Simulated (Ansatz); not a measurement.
Isolated molecules relaxed with PBE0-D4/def2-TZVP in Ansatz; ΔE leaves out vibrations. CCSD(T)/CBS is the MP2 limit (def2-TZVPP, def2-QZVPP) plus CCSD(T) − MP2 in def2-TZVPP, frozen cores. Functionals use def2-TZVPP. B3LYP here is the variant with VWN-RPA as its local correlation; programs differ in this. Each species was taken in one conformer, which may not be the lowest.

`C[SiH](O)O` + `CC1=C(O)N1` → `C[Si](C)(O)O` + `OC1=CN1`  (formal exchange of groups at the Si–H bond)

(1) Is it downhill or uphill in electronic energy at CCSD(T)/CBS, and by how much? (Estimate.)

(2) What do these levels give: LDA (SPW92), BLYP-D4, PBE0-D4, BHLYP-D4, CAM-B3LYP-D4, ωB97M-V, B3LYP, r2SCANh, LC-ωPBE, CCSD/def2-TZVPP, MP2/def2-QZVPP, MP2/CBS(def2)? (An estimate is asked.)

(3) What do rigid-rotor, harmonic-oscillator terms from PBE0-D4/def2-TZVP frequencies (298.15 K, 1 bar) make of the CCSD(T)/CBS value? (An estimate is asked.)

Largest T1 diagnostic among the species: 0.014.

Answers

(1) The calculation gave: Downhill: ΔE = -21.1 kJ/mol.

(2) Computed: LDA (SPW92) -14.3, BLYP-D4 -17.3, PBE0-D4 -17.8, BHLYP-D4 -18.6, CAM-B3LYP-D4 -18.1, ωB97M-V -23.2, B3LYP -14.1, r2SCANh -20.8, LC-ωPBE -18.5, CCSD/def2-TZVPP -19.4, MP2/def2-QZVPP -18.3, MP2/CBS(def2) -18.9 kJ/mol.

(3) Computed: ΔZPE = -1.8 kJ/mol, ΔH = -21.3 kJ/mol, ΔS = 7 J/(mol·K), ΔG = -23.3 kJ/mol.

The D4 term adds −3.9 kJ/mol with B3LYP and −2.1 kJ/mol with PBE0; it sums over pairs of atoms, weighted by their polarisabilities, and B3LYP, whose exchange is more repulsive, gets the larger term. At CCSD(T), def2-SVP lies +14.7 kJ/mol from the extrapolated value and def2-TZVPP +1.1 kJ/mol. Leaving LDA and LC-ωPBE aside and taking each functional with its dispersion term where it has one, the values, not all of them listed here, spread over 7.0 kJ/mol, from ωB97M-V to B2PLYP.
